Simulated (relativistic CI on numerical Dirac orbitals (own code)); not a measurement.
**d7 in a ligand field**

Computed with a parametric ligand-field model of a d^n configuration (Racah B and C, spin-orbit zeta, crystal field), exact diagonalisation.

Field parameters in Wybourne normalisation: D4h B²₀ = −7Ds, B⁴₀ = 21(Dq − Dt), B⁴₄ = 21√(5/14) Dq; Oh B⁴₀ = 21Dq, B⁴₄ = √(5/14) B⁴₀; Td as Oh with Dq negative (B⁴₀ = 21Dq, B⁴₄ = √(5/14) B⁴₀). The field is a parameter set, without covalency.

Problem. Ground term and bands for B = 370, C = 1800, ζ = 0 cm⁻¹, Oh, 10Dq = 7250 cm⁻¹?

Solution. Ground term 4T1 with 2.04 electrons in the two orbitals of the cubic e set. Spin-allowed: 4T2 6587 cm⁻¹ (1518 nm), 4T1 11474 cm⁻¹ (872 nm), 4A2 13837 cm⁻¹ (723 nm). Lowest spin-forbidden: 2E 1055 cm⁻¹, 2T1 7240 cm⁻¹ (1381 nm), 2T2 7577 cm⁻¹ (1320 nm).

Problem. A d7 ion in Oh symmetry has the ground term 4T1 and bands at 2E 3069 cm⁻¹ (3258 nm), 4T2 4156 cm⁻¹ (2406 nm), 2T1 6925 cm⁻¹ (1444 nm), 2T2 7137 cm⁻¹ (1401 nm), 4A2 8856 cm⁻¹ (1129 nm), 4T1 9313 cm⁻¹ (1074 nm). Which parameters reproduce them?

Solution. B = 380, C = 1650, ζ = 0 cm⁻¹, Oh, 10Dq = 4700 cm⁻¹.

Problem. Ground term and bands for B = 550, C = 2660, ζ = 0 cm⁻¹, Oh, 10Dq = 3250 cm⁻¹?

Solution. Ground term 4T1 with 2.11 electrons in the two orbitals of the cubic e set. Spin-allowed: 4T2 2763 cm⁻¹, 4A2 6013 cm⁻¹ (1663 nm), 4T1 10526 cm⁻¹ (950 nm). Lowest spin-forbidden: 2E 8663 cm⁻¹ (1154 nm), 2T1 10926 cm⁻¹ (915 nm), 2T2 11002 cm⁻¹ (909 nm).

Problem. Ground term and bands for B = 520, C = 2280, ζ = 0 cm⁻¹, Td, 10Dq = -11250 cm⁻¹?

Solution. Ground term 4A2 with 4.00 electrons in the two orbitals of the cubic e set. Spin-allowed: 4T2 11250 cm⁻¹ (889 nm), 4T1 16244 cm⁻¹ (616 nm), 4T1 25306 cm⁻¹ (395 nm). Lowest spin-forbidden: 2E 10619 cm⁻¹ (942 nm), 2T1 11094 cm⁻¹ (901 nm), 2T2 15784 cm⁻¹ (634 nm). With an A2 ground term the first spin-allowed band lies at |10Dq| itself.

Problem. Ground term and bands for B = 770, C = 2840, ζ = 0 cm⁻¹, D4h, 10Dq = 31100, Ds = -1500, Dt = 440 cm⁻¹?

Solution. Ground term 2B1 with 1.02 electrons in the two orbitals of the cubic e set. Spin-allowed: 2A1 3670 cm⁻¹ (2725 nm), 2E 25719 cm⁻¹ (389 nm), 2E 27962 cm⁻¹ (358 nm), 2B2 30096 cm⁻¹ (332 nm). Lowest spin-forbidden: 4E 14014 cm⁻¹ (714 nm), 4A2 20392 cm⁻¹ (490 nm), 4B2 40420 cm⁻¹ (247 nm).
